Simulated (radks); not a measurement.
Results of a calculation; reference values are marked as such.
All-electron atom: Mn XX in [He] 2s2 2p2.

Level of theory: Dirac Kohn-Sham, exchange-only PBE, spin-unpolarised, spherical densities, finite nucleus; open shells fill j = l - 1/2 first; Fermi nuclear charge, rms radius 3.7057 fm (a radial shooting solver on a logarithmic mesh with Libxc functionals).

Energy parts (eV):
total: -23560.927
kinetic: 23975.959
electron-nucleus: -49630.360
Hartree: 2797.188
exchange: -703.713

Orbitals (lengths in bohr, moments of r in powers of bohr; r(max) is where P^2 peaks):
orbital  occ.  eigenvalue (eV)  <1/r>   r(max)       <r^4>  small-component weight
1s1/2       2        -7436.908  25.00  0.03981  0.00006235                8.12e-03
2s1/2       2        -1557.903  5.769   0.2221     0.01043                1.72e-03
2p1/2       2        -1485.866  5.709   0.1750    0.006938                1.69e-03
2p3/2       0        -1472.989  5.618   0.1772    0.007185                1.67e-03

The highest occupied level is 2p1/2 at -1485.9 eV. For comparison, the ionisation energy in NIST's Atomic Spectra Database is 1537 eV (semi-empirical). In exact Kohn-Sham theory the highest level is minus the ionisation energy, but local and semilocal functionals leave it too shallow, through self-interaction and a potential that decays too fast; potentials with the right tail come closer. The density falls to 0.001 e/bohr^3 at r = 0.82 bohr. The electron density at the nucleus is 1.326e+04 e/bohr^3. Summed over all electrons, <r^2> = 0.2876 bohr^2, which gives a Langevin (diamagnetic) susceptibility term of -0.228 x 10^-6 cm^3/mol.

Beside tabulated values, note that spin-unpolarised runs miss the spin-polarisation part of the exchange energy of open shells.
